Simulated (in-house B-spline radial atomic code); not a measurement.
Radial electron density of Pr, [Xe] 4f3 6s2. Computed with a B-spline radial code for spherical atoms: Dirac-Hartree-Fock, average of configuration, Fermi nucleus of rms radius 4.8919 fm, inside a hard spherical wall at 1.35 bohr.

Columns: r (bohr), 4πr²n(r) (electrons per bohr), bar.

```
0.000819     2.15 #
0.000977    2.902 #
 0.00117     3.93 ##
 0.00139    5.227 ##
 0.00166    6.977 ###
 0.00198    9.236 ####
 0.00236    12.13 #####
 0.00281    15.76 #######
 0.00336    20.39 #########
   0.004     25.9 ###########
 0.00478    32.59 ##############
  0.0057    40.18 #################
  0.0068    48.56 #####################
 0.00811    57.26 #########################
 0.00967    65.61 ############################
  0.0115    72.66 ###############################
  0.0138    77.83 #################################
  0.0164    79.83 ##################################
  0.0196    78.76 ##################################
  0.0234    75.35 ################################
  0.0279    71.61 ###############################
  0.0332    70.26 ##############################
  0.0397     73.8 ################################
  0.0473    82.59 ####################################
  0.0564    93.99 ########################################
  0.0673    102.4 ############################################
  0.0803    102.1 ############################################
  0.0958    92.58 ########################################
   0.114    80.38 ###################################
   0.136    75.24 ################################
   0.163    81.97 ###################################
   0.194    91.51 #######################################
   0.231    89.45 ######################################
   0.276    70.63 ##############################
   0.329    48.91 #####################
   0.393     40.4 #################
   0.468    43.76 ###################
   0.559    45.33 ###################
   0.667    42.09 ##################
   0.795    38.33 ################
   0.949    34.07 ###############
    1.13    23.03 ##########
    1.34  0.08605
```

On this grid the curve has 4 maxima, near 0.0164, 0.0673, 0.194, 0.559 bohr.

The 4f7/2 radial function P(r) = rR(r), positive near the nucleus, with its small component Q(r) (sign convention: Q ≈ (P' + κP/r)/2c):

```tsv
r (bohr)	P	Q
0.0332	0.001388	-6.736e-05
0.0473	0.004727	-0.0002212
0.0673	0.015	-0.0006686
0.0958	0.04379	-0.00183
0.136	0.1139	-0.004394
0.194	0.2625	-0.009141
0.276	0.5158	-0.01577
0.393	0.8546	-0.02248
0.559	1.162	-0.02605
0.795	1.233	-0.02453
1.13	0.6848	-0.01863
```
